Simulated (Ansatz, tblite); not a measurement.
Forces on Ti3Se4⁺ at its PBE-D4/def2-SVP geometry. The state is a doublet with charge 1.

The xTB rows come from tblite. Another isomer (doublet) lies 2.63 eV lower at PBE0-D4/def2-TZVP; other spin states weren't run for this one.

GFN1-xTB (tblite), largest force 2.24 eV/Å:

```xyz
7
positions Å, forces eV/Å
Ti   -0.426   -1.941   -0.551   -0.071   -0.427   -0.140
Ti   -1.031    0.697   -0.581   -1.123    0.988   -1.670
Ti    0.153   -0.117    1.357    1.060   -0.512    1.909
Se   -0.800    2.309    1.455   -0.062   -0.208   -0.050
Se    1.116    1.799    0.071    0.263    0.514    0.056
Se   -0.525   -0.673   -2.547   -0.247   -0.033   -0.402
Se    1.514   -2.074    0.796    0.180   -0.322    0.296
```

GFN2-xTB (tblite), largest force 4.61 eV/Å:

```
Ti -1.058 -2.378 -0.361
Ti -2.882 2.108 -2.899
Ti 1.491 -0.884 4.267
Se -0.376 0.468 0.426
Se 1.303 0.938 -0.401
Se 0.232 0.234 -1.384
Se 1.290 -0.487 0.352
```

PBE-D4/def2-TZVP (Ansatz), largest force 0.22 eV/Å:

```
Ti -0.009 -0.096 -0.041
Ti -0.091 0.162 -0.112
Ti 0.097 0.035 0.194
Se 0.135 -0.083 -0.118
Se -0.147 0.046 0.110
Se -0.005 -0.025 -0.038
Se 0.021 -0.039 0.005
```
